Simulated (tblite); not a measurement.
C9H18Si.
Structure used (GFN2-xTB), in Å, numbered top down from 1:
```xyz
28
C9H18Si angstrom
C     -3.442   -0.386    0.206
C     -2.224   -1.315    0.301
C     -1.347   -0.102    0.668
C     -0.022    0.062   -0.072
C      0.938   -1.067    0.312
C      2.169   -1.159   -0.588
C      3.132    0.010   -0.393
Si     2.240    1.662   -0.677
C      0.586    1.435    0.228
C     -2.504    0.828    0.255
H     -4.049   -0.484   -0.692
H     -4.090   -0.451    1.078
H     -2.284   -2.110    1.042
H     -1.953   -1.748   -0.660
H     -1.165   -0.055    1.745
H     -0.221   -0.007   -1.148
H      1.259   -0.927    1.348
H      0.396   -2.015    0.260
H      1.845   -1.194   -1.632
H      2.689   -2.099   -0.378
H      3.982   -0.106   -1.067
H      3.534   -0.030    0.620
H      3.002    2.787   -0.122
H      2.014    1.874   -2.114
H     -0.126    2.214   -0.048
H      0.735    1.522    1.307
H     -2.768    1.613    0.961
H     -2.347    1.274   -0.726
```

Calculated harmonic vibrations of the isolated species, GFN2-xTB (tblite), most abundant isotopes, no scaling. Against measured fundamentals such values can be off by several per cent, at times by over 20. Modes of hydrogen on silicon can be 10 to 20 % off. One conformer, not necessarily the lowest.

Harmonic wavenumbers (cm⁻¹): 69.6, 77.2, 121.6, 130.3, 144.6, 254.1, 270.5, 291.3, 373.6, 397.5, 435.1, 452.3, 522.1, 560.8, 648.3, 692.6, 698.2, 763.1, 773.7, 796.7, 813.3, 822.0, 823.7, 876.0, 904.6, 938.8, 988.0, 996.1, 1001.5, 1037.4, 1045.4, 1065.7, 1081.3, 1094.8, 1118.3, 1135.2, 1148.4, 1187.9, 1188.5, 1195.3, 1210.0, 1239.1, 1240.2, 1248.1, 1255.5, 1261.4, 1266.8, 1291.1, 1305.2, 1327.9, 1349.3, 1355.5, 1370.3, 1476.4, 1478.5, 1482.7, 1483.8, 1495.2, 1497.8, 1504.9, 2206.9, 2229.4, 2910.1, 2939.2, 2948.4, 2956.3, 2961.7, 2964.9, 2974.8, 2976.0, 2986.9, 2989.2, 2990.1, 2995.6, 3006.4, 3008.4, 3012.4, 3017.6.

A = 2389, B = 630.3, C = 530.3 MHz; mass 154.118 u (most abundant isotopes); point group C1, symmetry number 1.

Q: What is the zero-point energy?

A: Half the sum of the wavenumbers: 54075 cm⁻¹ = 646.88 kJ/mol.

Q: Give the ideal-gas entropy at 298.15 K and 1 bar in the rigid-rotor, harmonic-oscillator model (classical rotation).

A: Translation 171.68, rotation 127.10, vibration 127.67: S = 426.4 J/(mol K).

Q: And Cp and H(298.15 K) − H(0)?

A: Cp = 190.74 J/(mol K), of which vibrations give 157.48 (their classical limit is 78 R = 648.5); H(298.15 K) − H(0) = 31.21 kJ/mol without the zero-point energy, 21.30 from vibrations.

Q: How do the functions run with temperature in this model?

A: 
```
T (K)  S (J/(mol K))  Cp (J/(mol K))  H − H(0) (kJ/mol)  G − H(0) (kJ/mol)  ln q(vib)
  150          331.0           102.3               9.89             -39.76       2.70
  250          395.8           158.8              22.80             -76.14       5.40
  400          492.1           258.8              54.14            -142.71       9.80
  600          618.9           367.3             117.40            -253.93      16.17
  900          789.3           471.6             244.58            -465.83      25.90
```

q(vib) and H(0) count from the zero-point level.

Q: What must be added to the electronic energy to get the Gibbs energy at 298.15 K and 1 bar?

A: ZPE + [H(298.15 K) − H(0)] − T·S = 646.88 + 31.21 − 127.15 = 550.94 kJ/mol.

Hindered rotation and anharmonicity are outside this model. Other conformers, if any are populated, would add a mixing term that is left out. The structure is chiral; the term R ln 2 for an equal mix with its mirror image is left out.

Time: 3.0 s wall. Hardware: one thread, Arm Neoverse N1 (aarch64), shared host. This covers the Hessian and the dipole derivatives.
